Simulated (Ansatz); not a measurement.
Relaxation of CH4AlNS (8 atoms, charge 0, multiplicity 1), to a largest force component of 0.015 eV/Å in at most 40 steps.

Theory: Ansatz, RKS PBE/def2-SVP.

```xyz
8
Properties=species:S:1:pos:R:3:forces:R:3
N -1.424 1.250 -0.266 -3.27 1.12 -2.52
C -0.425 1.165 0.446 0.76 -0.89 1.34
S 0.733 2.516 0.458 0.64 0.69 0.90
Al -0.275 3.517 2.287 -0.14 -0.01 -1.40
H -2.184 0.546 -0.331 0.84 -0.30 0.44
H -0.256 0.271 1.066 0.75 -0.29 0.56
H 0.122 3.173 3.743 0.23 -0.22 0.61
H -1.455 4.570 1.968 0.18 -0.10 0.06
```

Question: Where does it end, and by what steps?

Answer: The forces met the threshold. After 14 steps the energy has fallen by 2.047 eV; H6 moved furthest, 1.36 Å. Joined: N1–Al4.

```
step  energy less start (eV)  largest force component (eV/Å)  accepted
   0                  0.0000                           3.265       yes
   1                 -0.1109                           2.289       yes
   2                 -0.2812                           1.167       yes
   3                 -0.3991                           1.624       yes
   4                 -0.5091                           1.091       yes
   5                 -0.6878                           1.581       yes
   6                 -1.0449                           1.522       yes
   7                 -1.5022                           1.356       yes
   8                 -1.8660                           1.329       yes
   9                 -1.9644                           1.025       yes
  10                 -2.0348                           0.421       yes
  11                 -2.0446                           0.191       yes
  12                 -2.0457                           0.094       yes
  13                 -2.0466                           0.054       yes
  14                 -2.0467                           0.012       yes
```

```xyz
8
Properties=species:S:1:pos:R:3
N -1.316 1.571 0.930
C -0.150 1.256 0.405
S 1.182 2.257 0.808
Al -0.740 3.155 1.953
H -2.127 0.987 0.704
H -0.020 0.383 -0.268
H -0.717 2.882 3.529
H -1.274 4.518 1.309
```

Run time: 37 s on 1 CPU thread of a shared host.
